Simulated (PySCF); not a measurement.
AlBrFHO, SMILES [Al]([OH])([F])[Br]. Atoms are numbered in the order given.

```xyz
5

Al    -0.0282     0.9423     0.0000
F     -1.4937     1.7174     0.0000
Br     0.0271    -1.2828     0.0000
O      1.4189     1.8041     0.0000
H      1.5110     2.7606     0.0000
```
Charge 0, spin multiplicity 1.

Geometry: r2SCAN-D4/def2-SVP. One conformer was computed; it need not be the lowest.

All values below come from r2SCAN-D4/def2-SVP in PySCF.

Frequencies are harmonic and unscaled.

| mode | ν (cm⁻¹) | IR (km/mol) | Raman (Å⁴/amu) | depolarisation | moving atoms (share of kinetic energy) |
|---|---|---|---|---|---|
| 1 | 169 | 2.9 | 1.3 | 0.74 | F 32 %, O 31 %, Al 22 %, Br 11 % |
| 2 | 206 | 31.0 | 1.7 | 0.62 | F 40 %, O 29 %, Br 19 %, H 11 % |
| 3 | 248 | 35.5 | 0.7 | 0.75 | Al 69 %, F 13 %, O 10 % |
| 4 | 347 | 162.8 | 0.6 | 0.75 | H 86 %, O 12 % |
| 5 | 407 | 72.6 | 5.1 | 0.10 | Al 41 %, Br 25 %, F 13 %, H 12 %, O 9 % |
| 6 | 537 | 139.8 | 4.6 | 0.11 | H 66 %, O 27 % |
| 7 | 831 | 170.1 | 3.1 | 0.15 | Al 39 %, F 36 %, O 19 % |
| 8 | 963 | 109.0 | 2.2 | 0.31 | Al 49 %, O 30 %, F 17 % |
| 9 | 3940 | 134.5 | 140.4 | 0.27 | H 94 % |
